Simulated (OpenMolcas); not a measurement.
Lines of Co5+: computed and rescaled rates

| Item | Value |
| --- | --- |
| Program | OpenMolcas 26.06 |
| Method | MS-CASPT2, IPEA 0.25 Eh, imaginary shift 0.1 Eh (closed shells correlated: 3s 3p) |
| Basis | ANO-RCC-VQZP [7s6p4d3f2g1h] |
| Scalar Hamiltonian | DKH2, point nucleus |
| Active space | 4 electrons in 10 orbitals (3d 4d) |
| State averaging | 2S+1 = 5 even, 5 roots; 2S+1 = 3 even, 45 roots; 2S+1 = 1 even, 44 roots |
| Spin-orbit coupling | RASSI with atomic mean-field integrals over the reference wave functions, term energies averaged over their components |

Rates come from the transition moments of the reference wave functions (E1 and E2 in the length form). At fixed line strength A goes as λ^-3 for E1 and M1 and as λ^-5 for E2, so a rate at the computed wavelength can be rescaled to the measured one. Measured vacuum wavelengths follow from level energies in Sugar and Corliss, J. Phys. Chem. Ref. Data 10, 1097 (1981). Branching counts decays inside the model space alone, at computed energies, and the table is only a selection of the E2 and M1 lines, drawn from those between levels with measured partners whose computed energy lies within a factor of 1.5 of the measured one.

| Upper | Lower | Type | λ computed (nm) | λ measured (nm) | A computed (s-1) | A rescaled (s-1) | Branching % |
| --- | --- | --- | --- | --- | --- | --- | --- |
| 3d4 5D1 | 3d4 5D0 | M1 | 47170 | 49020 | 5.15e-04 | 4.59e-04 | 100.0 |
| 3d4 5D2 | 3d4 5D1 | M1 | 24600 | 25970 | 3.81e-03 | 3.24e-03 | 100.0 |
| 3d4 3H5 | 3d4 3H4 | M1 | 20420 | 23290 | 3.07e-03 | 2.07e-03 | 98.4 |
| 3d4 3H6 | 3d4 3H5 | M1 | 18920 | 23370 | 3.25e-03 | 1.72e-03 | 99.3 |
| 3d4 5D3 | 3d4 5D2 | M1 | 17370 | 18670 | 8.85e-03 | 7.13e-03 | 100.0 |
| 3d4 5D4 | 3d4 5D3 | M1 | 13900 | 15220 | 1.01e-02 | 7.69e-03 | 100.0 |
| 3d4 3G5 | 3d4 3H6 | M1 | 1706 | 1779 | 1.04e-01 |  | 32.8 |
| 3d4 3G5 | 3d4 3H5 | M1 | 1565 | 1653 | 1.12e-01 |  | 35.5 |
| 3d4 1G4(1) | 3d4 3F4(1) | M1 | 851.2 | 900.2 | 7.55e-01 |  | 33.7 |
| 3d4 1I6 | 3d4 3H6 | M1 | 716.4 | 737.1 | 3.59e-01 |  | 55.9 |
| 3d4 1I6 | 3d4 3H5 | M1 | 690.3 | 714.6 | 2.82e-01 |  | 43.9 |
| 3d4 1S0 | 3d4 3P1(1) | M1 | 564.2 | 591.3 | 3.69e+00 |  | 99.9 |
| 3d4 1D2 | 3d4 3F3(1) | M1 | 431.7 | 452.4 | 1.07e+00 |  | 37.2 |
| 3d4 3H4 | 3d4 5D4 | M1 | 372.4 | 376 | 1.48e-02 |  | 83.6 |
| 3d4 3P0(1) | 3d4 5D1 | M1 | 364.2 | 370.9 | 3.29e+00 |  | 100.0 |
| 3d4 3P1(1) | 3d4 5D2 | M1 | 353.1 | 358.8 | 2.54e+00 |  | 88.7 |
| 3d4 3F4(1) | 3d4 5D4 | M1 | 338.3 | 344.4 | 1.80e+00 |  | 81.3 |
| 3d4 3P2(1) | 3d4 5D3 | M1 | 335.2 | 340.4 | 1.64e+00 |  | 88.4 |
| 3d4 3F3(1) | 3d4 5D3 | M1 | 332.9 | 338.9 | 1.06e+00 |  | 65.2 |
| 3d4 3F2(1) | 3d4 5D2 | M1 | 327.7 | 333.7 | 4.68e-01 |  | 54.3 |
| 3d4 3G4 | 3d4 5D4 | M1 | 300.3 | 305.9 | 8.95e-02 |  | 34.2 |
| 3d4 1G4(2) | 3d4 1I6 | E2 | 253.7 | 261.6 | 4.16e+00 | 3.57e+00 | 50.8 |
| 3d4 3D3 | 3d4 5D4 | M1 | 245.2 | 250.7 | 9.06e-01 |  | 59.2 |
| 3d4 3D2 | 3d4 5D1 | M1 | 234.4 | 240.1 | 4.78e-01 |  | 36.8 |
| 3d4 3D1 | 3d4 5D0 | M1 | 232.3 | 237.5 | 5.68e-01 |  | 35.0 |

Spin-changing lines and M1 lines between different terms are not rescaled, since their strength hangs on the term gaps too.

The largest correction is for 3d4 3H6 → 3d4 3H5 (M1): 3.25e-03 × (18920 / 23370)^3 = 1.72e-03 s-1, a factor of 0.53.

The computed rate and branching of 3d4 5D1 → 3d4 5D0 give the upper level a radiative lifetime of 1.000 / 5.15e-04 s-1 = 1.94e+03 s, counting decays inside the model space alone. The rescaled rate gives about 2.2e+03 s.

The computed order of these levels differs from the measured one in 1 place, and where term gaps are wrong the rates of spin-changing lines can be off by large factors.

These are rates of the free ion; in crystals, glasses and complexes forced electric-dipole and non-radiative decay shorten such lifetimes by orders of magnitude. No measured rate stands beside these. Rescaling mends the energy factor alone: line strengths can still be far off where a level mixes with configurations outside the active space, and weak or spin-changing lines hang on small mixing coefficients that depend on the term gaps too, so rescaling need not improve them.

CASPT2 does not keep the components of a term degenerate, so their means are used; among the terms shown or strongly mixed into the levels shown the widest spread is 1000 cm-1 (3d4 1I). Active for correlation alone: 4d; no level in the range computed is led by a configuration that fills it, so any true level of that kind is missing. The CASPT2 spread within a term exceeds the gap to the next term for 3d4 3D and 3d4 1G(1), 3d4 1G(1) and 3d4 1I, so the order of their levels is uncertain. Computed and measured levels are paired by configuration, term and J; levels that our copy of the source lacks, or whose pairing is in doubt (as where it misses far off the trend of its configuration), stay unpaired. Levels of configurations outside the active space are missing.

A number in round brackets counts repeated terms of one configuration in the order of the reference energies.
